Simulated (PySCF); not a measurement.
Atom-mapped SMILES (the numbers label the heavy atoms): `[CH3:1][CH2:2][CH2:3][C:4]1=[CH:5][SiH2:6][CH:7]=[CH:8][SiH2:9]1` (H(Xn): hydrogen on atom n).

Fast rotation and ring inversion assumed for equivalent nuclei, one computed conformer, gas phase, relativity neglected. Geometry from GFN2-xTB; shielding tensors at PBE0/pcSseg-1 (GIAO); PySCF 2.14.0 with density-fitted response routines.

Predict the 2D correlation tables (HSQC, COSY, HMBC).

Results:



HSQC (one-bond C–H):
```tsv
δH	δC
7.52 (H(C7))	154.1 (C7)
7.50 (H(C8))	153.5 (C8)
6.97 (H(C5))	145.1 (C5)
2.52 (H(C3))	52.1 (C3)
1.50 (H(C2))	24.4 (C2)
0.90 (H(C1))	14.3 (C1)
```

COSY cross peaks (H two or three bonds apart, from the bond graph; peaks can be absent where the dihedral angle is near 90°):
```tsv
δH	δH
7.52 (H(C7))	7.50 (H(C8))
7.52 (H(C7))	4.63 (H(Si6))
7.50 (H(C8))	4.55 (H(Si9))
6.97 (H(C5))	4.63 (H(Si6))
2.52 (H(C3))	1.50 (H(C2))
1.50 (H(C2))	0.90 (H(C1))
```

HMBC (two and three bonds, from the bond graph):
```tsv
δH	δC
7.52 (H(C7))	153.5 (C8), 145.1 (C5)
7.50 (H(C8))	169.0 (C4), 154.1 (C7)
6.97 (H(C5))	169.0 (C4), 154.1 (C7), 52.1 (C3)
4.63 (H(Si6))	169.0 (C4), 154.1 (C7), 153.5 (C8), 145.1 (C5)
4.55 (H(Si9))	169.0 (C4), 154.1 (C7), 153.5 (C8), 145.1 (C5), 52.1 (C3)
2.52 (H(C3))	169.0 (C4), 145.1 (C5), 24.4 (C2), 14.3 (C1)
1.50 (H(C2))	169.0 (C4), 52.1 (C3), 14.3 (C1)
0.90 (H(C1))	52.1 (C3), 24.4 (C2)
```

Referencing at the same level of theory: 1H (31.72 ppm) and 13C (186.93 ppm) vs TMS.

Short H···H contacts in this conformer between protons four or more bonds apart (candidates for NOE cross peaks, intensity ∝ r⁻⁶): H(C3)···H(C5) 2.28 Å, H(C1)···H(C3) 2.57 Å, H(C2)···H(Si9) 2.68 Å.

Shifts are as computed. Against solution values, carbons near 30 ppm lie about +3 ppm off and those near 130 ppm about +5 ppm. Of 1211 compounds with measured shifts, 218 miss one by over three times the rms of a fit or turn the order of signals round; such compounds aren't used in these exercises.
